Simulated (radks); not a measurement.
Task: Isoelectronic series with 22 electrons, each ion in its NIST ground configuration. Method: scalar-relativistic Kohn-Sham, PBE, spin-polarised, spherical densities, finite nucleus; open shells are filled with parallel spins first; Fermi nuclear charge, rms radius of each element as measured or else 0.836 A^(1/3) + 0.57 fm; computed with a radial shooting solver on a logarithmic mesh with Libxc functionals. Total energies (hartree) and mean radii <r> (bohr) (* marks an orbital that is empty in some or all of the ions):

| ion | configuration | E (hartree) | 3d down* | 3d up | 3p down |
|---|---|---|---|---|---|
| Ti | [Ar] 3d2 4s2 | -853.59003 | 1.701 | 1.583 | 1.088 |
| Cr2+ | [Ar] 3d4 | -1049.81936 | 1.259 | 1.211 | 0.9596 |
| Fe4+ | [Ar] 3d4 | -1268.50428 | 0.9353 | 0.9127 | 0.8332 |
| Ni6+ | [Ar] 3d4 | -1509.47949 | 0.7655 | 0.7517 | 0.7333 |
| Zn8+ | [Ar] 3d4 | -1772.80886 | 0.6546 | 0.6450 | 0.6542 |
| Ge10+ | [Ar] 3d4 | -2058.60839 | 0.5745 | 0.5674 | 0.5904 |
| Se12+ | [Ar] 3d4 | -2367.02331 | 0.5132 | 0.5077 | 0.5379 |
| Kr14+ | [Ar] 3d4 | -2698.21999 | 0.4644 | 0.4601 | 0.4939 |
| Zr18+ | [Ar] 3d4 | -3429.71913 | 0.3912 | 0.3882 | 0.4243 |
| Mo20+ | [Ar] 3d4 | -3830.44414 | 0.3629 | 0.3604 | 0.3964 |

Estimate the row of Sr16+ ([Ar] 3d4).

Result: E (hartree) -3052.38413; 3d down* 0.4245; 3d up 0.4210; 3p down 0.4565.
